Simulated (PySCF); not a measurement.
# What a mistake does to a calculation on AlBCGeH5 cation

These are calculations, not measurements. They come from PySCF 2.14.0, an open-source quantum chemistry program, on an isolated molecule that a program drew, which may never have been made. The molecule is AlBCGeH5 cation (charge +1, singlet), drawn as the SMILES string `[BH+][Ge](=[CH2])[AlH2]`.

Each row is a Hartree-Fock (HF) and frozen-core CCSD(T) single point in the cc-pV(D+d)Z basis, meant for a local HF minimum. Run 1 is clean. Each other run has one planted mistake out of seven kinds, and not every kind appears here: one electron removed, one electron added, multiplicity raised by two, geometry at a saddle point, minimal basis STO-3G, one bond length entered in bohr, all coordinates scaled. The reference is restricted for singlets and unrestricted otherwise, and also for a bond in bohr. Adding or removing an electron swaps singlet and doublet. Electrons count all cores. HOMO and LUMO are orbital energies over both spins, the gradient is its largest component, and the lowest frequency (negative if imaginary) is given only where the gradient is small. Bond lengths are over the 8 bonds as drawn. T1 is the CCSD diagnostic: over 0.02 (restricted) or 0.045 (unrestricted) a single reference is doubtful. Germanium has the cc-pVDZ-PP basis, with a core potential (ECP10MDF) in place of its 10 inner electrons, and its 3s, 3p and 3d shells are frozen in CCSD(T).

Geometry of the clean run:
```xyz
9
AlBCGeH5 cation, angstrom
B    -1.7331    0.9023    0.3069
Ge   -0.6370    1.8337   -1.0844
C    -1.2282    3.4840   -0.5915
Al    0.9737    1.0109   -2.8579
H    -2.4260    0.4779    1.1666
H    -0.8937    4.3902   -1.0894
H    -1.9361    3.6642    0.2119
H     1.5745    2.1753   -3.6984
H     1.1403   -0.5376   -2.8632
```

| run | electrons | basis functions | <S^2> | HOMO (eV) | LUMO (eV) | gradient (hartree/bohr) | lowest frequency (cm^-1) | mean bond (Å) | longest bond (Å) | T1 | HF (hartree) | CCSD(T) (hartree) | mistake |
|---|---|---|---|---|---|---|---|---|---|---|---|---|---|
| 1 | 60 | 99 | 0.000 | -13.15 | -4.62 | 1.7e-05 | 71 | 1.6031 | 2.533 | 0.0235 | -600.39395 | -600.81187 | no fault |
| 2 | 59 | 99 | 0.756 | -20.30 | -11.75 | 3.6e-02 | - | 1.6031 | 2.533 | 0.0175 | -599.94760 | -600.30637 | one electron removed |
| 3 | 60 | 99 | 2.019 | -12.80 | -5.71 | 6.5e-02 | - | 1.6031 | 2.533 | 0.0175 | -600.38377 | -600.75568 | multiplicity raised by two |
| 4 | 61 | 99 | 1.226 | -7.47 | 0.44 | 4.4e-02 | - | 1.6031 | 2.533 | 0.0444 | -600.62471 | -601.03371 | one electron added |
| 5 | 60 | 99 | 0.000 | -14.08 | -4.78 | 6.1e-02 | - | 1.4877 | 2.351 | 0.0205 | -600.34619 | -600.75471 | ? |

**Which mistake was planted in run 5, and what did it cost?**

The mean and the longest bond both change by the same factor, 0.928, and the gradient is no longer small. So the mistake is: all coordinates scaled. Subtracting run 1 and multiplying by 627.51 kcal/mol a hartree, the energy moved by 30.0 kcal/mol in HF and 35.9 kcal/mol in CCSD(T).

Cautions from the logs. Run 1: T1 is over the limit, so its CCSD(T) energy is less reliable; run 5: T1 is over the limit, so its CCSD(T) energy is less reliable.
